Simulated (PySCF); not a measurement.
## Correlation energy of Cl⁺ (chlorine, charge +1)

[Ne] 3s2 3p4, high-spin 3P determinant. Computed with PySCF 2.14 in aug-cc-pV(D+d)Z (5s4p3d, 32 functions), with the non-relativistic Hamiltonian (point nucleus). Frozen: [Ne]; 6 electrons correlated.

MP2 pair energies summed by pair of shells (mhartree):

```tsv
pair	energy	share (%)
3p-3p	-46.69	49.7
3s-3p	-39.84	42.4
3s-3s	-7.37	7.8
```

Total MP2 correlation energy: -93.90 mhartree.

Same-spin part -23.30 and opposite-spin part -70.59 mhartree; SCS-MP2 scales them by 1/3 and 6/5 to -92.48 mhartree.

```json
{"level": "CCSD", "correlation energy (mhartree)": "-115.92"}
{"level": "(T)", "correlation energy (mhartree)": "-1.79"}
{"level": "CCSD(T)", "correlation energy (mhartree)": "-117.71"}
```

Diagnostics: T1 = 0.0080, D1 = 0.0269, largest double amplitude 0.047.

Problem. Is a single reference adequate?

Solution. Yes: T1 lies below 0.03 and no double amplitude reaches 0.07.
